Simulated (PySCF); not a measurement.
In(H)(Br)(vinyl) (C₂H₄BrIn), SMILES [CH]([InH][Br])=C.

Coordinates come from a PBE0-D3(BJ)/def2-SVP optimisation. The def2 effective core potentials stand for the cores of In; spin–orbit coupling is left out. Other conformers were not sampled.

Calculation: r2SCAN/def2-TZVP in PySCF.

Isolated molecule, no solvent.

Computed frontier levels, gap, dipole moment and polarisability:
```
Quantity                                                                                                        Result
---------------------------------------------------------------------------------------------  -----------------------
highest occupied level                                                                                        -6.73 eV
lowest empty level                                                                                            -2.53 eV
orbital gap                                                                                                    4.20 eV
dipole moment                                                                                                   3.43 D
quadrupole, principal values (traceless, Buckingham form, about the centre of nuclear charge)    -2.05, 0.84, 1.20 D·Å
mean static polarisability                                                                       83.4 bohr³ (12.36 Å³)
polarisability, principal values                                                               52.9, 78.4, 118.9 bohr³
```
